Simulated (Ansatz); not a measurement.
# Two structures, one formula

The two ends of one reaction step of Si2NH8OF3, singlet (PBE0-D4/def2-TZVP).

A:

Si1  (-0.683, 0.092, 1.596)
O2  (0.539, -0.288, -0.900)
Si3  (0.907, -1.771, -1.531)
F4  (0.478, -0.910, 1.987)
F5  (-1.455, 0.448, 2.941)
H6  (-1.646, -0.557, 0.708)
H7  (-0.784, 1.903, -0.397)
N8  (-0.069, 1.615, 1.045)
H9  (-0.029, 0.312, -1.408)
F10  (-1.063, 1.858, -1.327)
H11  (1.998, -2.318, -0.694)
H12  (-0.269, -2.681, -1.483)
H13  (1.352, -1.643, -2.944)
H14  (0.879, 1.573, 0.690)
H15  (-0.154, 2.368, 1.717)
(Å)

B:

| atom | x (Å) | y (Å) | z (Å) |
| --- | --- | --- | --- |
| Si1 | -0.6392 | -0.1808 | 1.0629 |
| O2 | 0.0293 | -0.3695 | -0.5654 |
| Si3 | 0.8065 | -1.6850 | -1.2015 |
| F4 | 0.4286 | -1.2302 | 1.6567 |
| F5 | -1.1332 | 0.3121 | 2.5600 |
| H6 | -1.9955 | -0.5590 | 0.6270 |
| H7 | -0.2847 | 2.0227 | -0.0310 |
| N8 | -0.0103 | 1.6313 | 0.8794 |
| H9 | -0.3709 | 0.7650 | -1.4816 |
| F10 | -0.5897 | 1.6570 | -1.8067 |
| H11 | 2.2108 | -1.7523 | -0.7256 |
| H12 | 0.0984 | -2.9393 | -0.8448 |
| H13 | 0.7988 | -1.5073 | -2.6756 |
| H14 | 1.0069 | 1.6330 | 0.9020 |
| H15 | -0.3556 | 2.2022 | 1.6441 |

Computed with Ansatz 0.2.0 (basis: def2-TZVPP); correlated methods freeze the cores. B3LYP uses VWN-RPA correlation.

(1) Which structure is lower at CCSD(T), and by how much? (To be estimated.)

(2) Do the other methods give the same order? (A judgement: the text doesn't fix the answer.)

T1 diagnostic: at most 0.012.

Results:

(1) By the calculation: B, by 3.35 kcal/mol (electronic energy, against the other). By their contacts, A is a complex of SiNH₃F₂ ([NH2][SiH]([F])[F]) + SiH₄O ([OH][SiH3]) + HF and B is a complex of Si₂NH₇OF₂ ([NH3][SiH]([F])([F])[O][SiH3]) + HF.

(2) The calculation gives: Not all: HF gives the other order.

```json
{"method": "SPW92", "E(B) − E(A) (kcal/mol)": "-9.35"}
{"method": "PBE-D4", "E(B) − E(A) (kcal/mol)": "-3.48"}
{"method": "BLYP-D4", "E(B) − E(A) (kcal/mol)": "-1.13"}
{"method": "r2SCAN-D4", "E(B) − E(A) (kcal/mol)": "-4.38"}
{"method": "B97M-V", "E(B) − E(A) (kcal/mol)": "-3.46"}
{"method": "PBE0-D4", "E(B) − E(A) (kcal/mol)": "-3.86"}
{"method": "B3LYP-D4", "E(B) − E(A) (kcal/mol)": "-1.86"}
{"method": "r2SCAN0-D4", "E(B) − E(A) (kcal/mol)": "-4.42"}
{"method": "BHLYP-D4", "E(B) − E(A) (kcal/mol)": "-2.47"}
{"method": "CAM-B3LYP-D4", "E(B) − E(A) (kcal/mol)": "-3.15"}
{"method": "wB97X-V", "E(B) − E(A) (kcal/mol)": "-3.70"}
{"method": "wB97M-V", "E(B) − E(A) (kcal/mol)": "-3.79"}
{"method": "B2PLYP", "E(B) − E(A) (kcal/mol)": "-2.18"}
{"method": "PBE-QIDH", "E(B) − E(A) (kcal/mol)": "-4.40"}
{"method": "RPA on PBE", "E(B) − E(A) (kcal/mol)": "-3.00"}
{"method": "HF", "E(B) − E(A) (kcal/mol)": "2.21"}
{"method": "MP2", "E(B) − E(A) (kcal/mol)": "-3.55"}
{"method": "CCSD", "E(B) − E(A) (kcal/mol)": "-2.62"}
{"method": "CCSD(T)", "E(B) − E(A) (kcal/mol)": "-3.35"}
```

Labels in which every atom is bracketed show which atoms are joined, not bond orders.

For scale, one of the runs: CCSD(T)/def2-TZVPP, 351 basis functions, launched by `ansatz run in.yaml --threads 4 --pin off --events-out ev --progress --plain --max-ram 66560MiB --backend cuda --devices 0, --max-vram 37GiB`. The run took 13 s on 4 CPU threads of an AMD EPYC 7R13 and a share of one NVIDIA H100 (shared host), with 0.84 GiB of host memory at its peak.
